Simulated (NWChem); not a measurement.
Species: CdSiH3I; SMILES [SiH3][Cd][I]

```xyz
6

Cd     0.0000     0.0000    -0.8037
I      0.0000     0.0000     1.8188
Si     0.0000     0.0000    -3.3084
H     -1.1925    -0.7351    -3.8333
H      1.2329    -0.6652    -3.8333
H     -0.0403     1.4003    -3.8333
```
Atoms are numbered in this order, from 1.

Program: NWChem. Medium grid unless said otherwise, to which SCAN and Minnesota functionals are sensitive. Geometry: optimised at PBE0/def2-SVP. def2 effective core potentials on Cd, I; no spin-orbit coupling. Total energies of different functionals are on different scales.

| level | energy (Ha) | highest occupied level (eV) | orbital gap (eV) | dipole (D) |
|---|---|---|---|---|
| B3LYP/def2-SVP | -756.8615 | -7.04 | 5.62 | 2.26 |
| PBE/def2-SVP | -756.5175 | -6.22 | 4.26 | 2.19 |
| M05-2X/def2-SVP | -756.5729 | -8.65 | 8.08 | 2.84 |
| M06/def2-SVP | -756.7776 | -7.21 | 5.85 | 2.23 |
| HCTH/407/def2-SVP | -757.9646 | -6.24 | 4.23 | 2.17 |
| LC-BLYP (range parameter 0.33 per bohr)/def2-SVP | -755.9957 | -9.46 | 9.82 | 2.31 |
| RPBE/def2-SVP | -756.7794 | -6.16 | 4.30 | 2.15 |
| PW6B95/def2-SVP | -757.2277 | -7.34 | 6.16 | 2.25 |
